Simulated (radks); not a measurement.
Species: Ge4+. Configuration: [Ar] 3d10.

Method: Dirac Kohn-Sham, PBE, spin-unpolarised, spherical densities, point nucleus; computed with a radial shooting solver on a logarithmic mesh with Libxc functionals.

Energy parts (eV):
| part | energy |
|---|---|
| total | -57010.843 |
| kinetic | 58220.907 |
| electron-nucleus | -136202.581 |
| Hartree | 23104.511 |
| exchange-correlation | -2133.680 |

Orbitals (lengths in bohr, moments of r in powers of bohr):
orbital	occ.	eigenvalue (eV)	<r^2>	<r>
1s1/2	2	-11008.18	0.002973	0.04700
2s1/2	2	-1420.469	0.05196	0.2098
2p1/2	2	-1268.996	0.04033	0.1812
2p3/2	4	-1237.109	0.04182	0.1848
3s1/2	2	-217.5902	0.4485	0.6236
3p1/2	2	-167.5901	0.4795	0.6385
3p3/2	4	-163.3063	0.4952	0.6490
3d3/2	4	-78.3838	0.6427	0.7143
3d5/2	6	-77.7854	0.6507	0.7188

The highest occupied level is 3d5/2 at -77.785 eV. For comparison, the ionisation energy in NIST's Atomic Spectra Database is 90.50 eV (measured). In exact Kohn-Sham theory the highest level is minus the ionisation energy, but local and semilocal functionals leave it too shallow, through self-interaction and a potential that decays too fast; potentials with the right tail come closer. Summed over all electrons, <r^2> = 10.67 bohr^2, which gives a Langevin (diamagnetic) susceptibility term of -8.45 x 10^-6 cm^3/mol. The density falls to 0.001 e/bohr^3 at r = 2.36 bohr.
